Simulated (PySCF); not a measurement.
Xenon: a sound run and one with changed settings

Sound run: Xe [Xe], Xe⁺ [Kr] 4d10 5s2 5p5. Computed with PySCF 2.14 in cc-pVTZ-PP with ECP28MDF (5s4p3d1f, 39 functions), with scalar relativity through the core potential. In the sound run the correlated levels freeze 4s2 4p6 4d10 outside the core potential. The sound run starts from symmetry-adapted Hartree-Fock orbitals and uses a fine grid where one is needed.

A second run was set up differently.

```
species  method  sound run (hartree)  changed run (hartree)  converged
     Xe     MP2           -328.44463             -328.53604        yes
    Xe⁺     MP2           -327.99239             -328.08079        yes
```

Ionisation energy of Xe:

```
 method  sound run (eV)  changed run (eV)
    UHF          11.515            11.515
    MP2          12.306            12.388
SCS-MP2          12.236            12.291
```

Q: What was changed?
A. basis contracted for another Hamiltonian
B. all electrons correlated in a valence basis
C. a valence shell is frozen
D. level shift left on

A: B. A valence basis has no tight correlating functions, so it recovers only part of the core correlation, and not evenly between atom and ion.
